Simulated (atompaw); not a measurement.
Varying the PAW (atompaw) potential for ytterbium (Yb)

Base potential:

atompaw 4.2.0.5 input, output lines left out:

```
Yb 70
GGA-PBESOL scalarrelativistic loggrid 2001 logderivrange -6 5 276
6 6 5 4 0 0
6 1 0
5 2 0
0 0 0
c
c
c
c
v
v
c
c
c
v
v
c
c
v
v
3
3.00 2.45 2.20 2.50
n
n
y
1.35
n
y
0.15
n
custom rrkj gramschmidtortho sinc
bessel
1.75
1.90
1.90
3.00
3.00
3.00
0.60
0.60
```

Cutoffs, loose and tight: the cutoffs (Ry, on a coarse ladder) from which the occupation-weighted sum of valence levels, in a spherical-Bessel basis at the reference potential, stays within 10 and 1 mRy of its value at 400 Ry. They see the waves, projectors and local potential, not the compensation charge or the core. A dash means not determined.

Cutoffs are not given where the Bessel-basis levels miss the radial ones by over 6 mRy, ghosts where they miss by over 20 mRy; a channel whose overlap is not positive is not tested.

| change | outcome | cutoff, loose | cutoff, tight | bound ghosts |
| --- | --- | --- | --- | --- |
| base | generated | over 300 Ry | over 300 Ry | none |
| functional PBE | generated | over 300 Ry | over 300 Ry | none |
| wave 5s (bound): rc 1.75 bohr becomes 5s (bound): rc 2.18 bohr | generated | over 300 Ry | over 300 Ry | none |

Task: What comes out with this change to the base: augmentation sinc compensation charge, radius 2.45 bohr; PAW radius 3.00 bohr; waves and projectors: custom polynom gramschmidtortho?

Result: outcome: generated; bound ghosts: none.

Task: What comes out with this change to the base: augmentation sinc compensation charge, radius 2.45 bohr; PAW radius 3.00 bohr; waves and projectors: modrrkj vanderbiltortho?

Result: outcome: failed: atompaw: The overlap operator has at least one negative eigenvalue!. Cause: the overlap operator built from these waves and projectors is not positive definite.
